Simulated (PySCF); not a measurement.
## [Zr2Cl]+, triplet: structure and spectrum

These are results of UB3LYP in PySCF with Cl def2-TZVP, Zr def2-TZVP with ECP28; scalar-relativistic core potentials, no spin–orbit coupling; density-fitted integrals, not measurements.

The structure is a minimum.

```xyz
3
charge 1 multiplicity 3, angstrom
Cl    0.0000    0.0000   -1.8467
Zr    1.1588    0.0000    0.3589
Zr   -1.1588    0.0000    0.3589
```

```json
{
  "Point group": "C2v",
  "Bond lengths": "Cl–Zr 2.492 Å (×2), Zr–Zr 2.318 Å",
  "Bond angles": "Cl–Zr–Zr 62.3° (×2), Zr–Cl–Zr 55.4°",
  "Principal polarisabilities": "92.9, 95.3, 140.7 bohr³",
  "Principal quadrupole moments (Buckingham, traceless) about the centre of mass": "-11.09, -8.49, 19.58 D Å",
  "Rotational symmetry number": "2",
  "Zero-point energy": "5.1 kJ/mol",
  "Highest occupied level (α)": "-9.38 eV",
  "Heat capacity Cp at 298.15 K": "54.5 J/(mol K)",
  "Rotational constants": "0.1184, 0.06982, 0.04391 cm⁻¹",
  "Spin squared ⟨S²⟩": "2.007",
  "Enthalpy at 298.15 K above 0 K": "13.44 kJ/mol",
  "Entropy at 298.15 K and 1 bar (electronic part: spin only)": "315.6 J/(mol K)",
  "Dipole moment about the centre of mass": "3.40 D",
  "Lowest empty level (β)": "-7.58 eV"
}
```

Harmonic modes (masses in u: Cl 34.969, Zr 89.905):
| symmetry | ω (cm⁻¹) | IR (km/mol) |
| --- | --- | --- |
| b2 | 203 | 0.2 |
| a1 | 283 | 10.4 |
| a1 | 364 | 19.5 |

In C2v the vibrations span b2 + 2a1. Here b1 is antisymmetric to the molecular plane and b2 lies in it.

Charges (e):
```json
{"atom": "Cl1", "Mulliken": "-0.27", "Löwdin": "0.31", "polar tensor": "-0.31", "spin (Mulliken)": "-0.01", "Mayer order to Cl1": "–"}
{"atom": "Zr2,3", "Mulliken": "0.64", "Löwdin": "0.34", "polar tensor": "0.66", "spin (Mulliken)": "1.01", "Mayer order to Cl1": "0.67"}
```
Other Mayer orders above 0.3: Zr–Zr 3.06.

Mulliken populations on Cl1: s 5.95, p 11.26, d 0.05, f 0.00.

Outer orbital energies (eV). α occupied: -26.53, -14.81, -14.22, -13.90, -10.21, -10.15, -9.95, -9.38; empty: -6.94, -6.76, -6.34, -6.01. β occupied: -26.52, -14.74, -14.20, -13.86, -9.70, -9.67; empty: -7.58, -7.02, -6.71, -6.14.

This need not be the most stable arrangement of these atoms. Other spin states or occupations of the open shell can lie lower.

The final relaxation and frequency run took 110 s on 4 threads of a shared Intel Xeon @ 2.50GHz (Skylake/Cascade Lake) host, with 117 basis functions and 10 gradients; the process peaked at 1 GiB.
